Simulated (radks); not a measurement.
Values are calculated unless marked as measured or tabulated.
Neutral antimony inside a hard spherical wall (all orbitals vanish at R), configuration held at [Kr] 4d10 5s2 5p3 and not refilled when levels cross. Level of theory: scalar-relativistic Kohn-Sham, LDA (Slater exchange, Perdew-Wang correlation), spin-polarised, spherical densities, finite nucleus; open shells are filled with parallel spins first (spin-orbit coupling, left out, can overturn this in heavy ions); Fermi nuclear charge, rms radius 4.6802 fm (a radial shooting solver on a logarithmic mesh with Libxc functionals). Eigenvalues in eV for spin up, with the zero of energy where the potential of the charges vanishes at infinity; a dash marks a level that is unbound or too diffuse for the functional's potential to be trusted. A positive occupied level is held by the wall or, in an anion where self-interaction has pushed it up, behind a barrier. The pressure on the wall is -dE/dV.

R (bohr)  E (hartree)  kinetic (hartree)    e(4p)    e(4d)    e(5s)   e(5p)  e(6s, empty)  e(5d, empty)  pressure (GPa)
free      -6475.82886           6770.844  -101.44  -33.468  -13.592  -5.520        -0.541             -               0
15        -6475.82886           6770.844  -101.44  -33.468  -13.592  -5.520        -0.482         0.898        < 0.0001
10        -6475.82862           6770.846  -101.42  -33.446  -13.574  -5.503         0.067         1.515         0.00704
6         -6475.79167           6771.090  -100.23  -32.283  -12.685  -4.484         6.075         5.053            3.09
3.5       -6474.71334           6775.671  -90.310  -22.799   -3.231   7.896        50.358        26.893             322
3         -6473.37218           6780.695  -83.745  -16.579    5.517  19.045        84.491        43.563            1060
2.5       -6469.88689           6793.243  -71.741   -4.905   25.511  43.503        151.72        76.670            4210
